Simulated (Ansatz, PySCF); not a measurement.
The pair A = AlF2H (SMILES [F][AlH][F]) (first 4 atoms), B = NH3 (SMILES N); geometry from B3LYP-D3(BJ)/def2-TZVP.
(charge 0, multiplicity 1):
```xyz
8

F      1.2279     0.7473     0.6289
Al    -0.2766     0.2782     1.1891
F     -0.7081    -1.2994     0.8389
H     -1.4182     1.3607     1.2156
N      0.2542    -0.0250     3.1275
H      0.6118     0.8185     3.5675
H     -0.5167    -0.3751     3.6898
H      0.9945    -0.7229     3.1478
```

Correlated levels freeze the cores. CBS: X⁻³ extrapolation of the correlation energy, Hartree–Fock from the larger set. MP2 and its Hartree–Fock in aug-cc-pV(T+d)Z are density fitted.

The values were computed with Ansatz (a quantum-chemistry and plane-wave program) with Gaussian orbitals; PySCF for the dispersion terms. Values without a source in brackets are computed.

The monomers are drawn apart, rigid, along the line of their centres of mass. Counterpoise-corrected interaction energies (kcal/mol):

| level | R = 3.088 Å | R = 3.901 Å |
|---|---|---|
| PBE/def2-TZVPPD | -19.6155 | -7.7662 |
| PBE-D3(BJ)/def2-TZVPPD | -20.5407 | -8.2494 |
| wB97M-V/def2-TZVPPD | -20.8247 | -8.1610 |
| MP2/CBS(aug-cc-pV(D+d)Z, aug-cc-pV(T+d)Z) + ΔCCSD(T)/aug-cc-pV(D+d)Z | -20.3251 | -7.9831 |

### Question
R is the distance of the centres of mass. Find the local exponent m of E ∝ R⁻ᵐ between the two points.

### Answer

m = ln(E₁/E₂)/ln(R₂/R₁): PBE/def2-TZVPPD 4.0; PBE-D3(BJ)/def2-TZVPPD 3.9; wB97M-V/def2-TZVPPD 4.0; MP2/CBS(aug-cc-pV(D+d)Z, aug-cc-pV(T+d)Z) + ΔCCSD(T)/aug-cc-pV(D+d)Z 4.0. For scale, two fixed dipoles give m = 3, dipole and quadrupole 4, quadrupoles 5, and dispersion or dipole-induced dipole 6 at long range; at these distances several terms mix, and what is left of overlap and damping shifts m, so it need not match one of them.
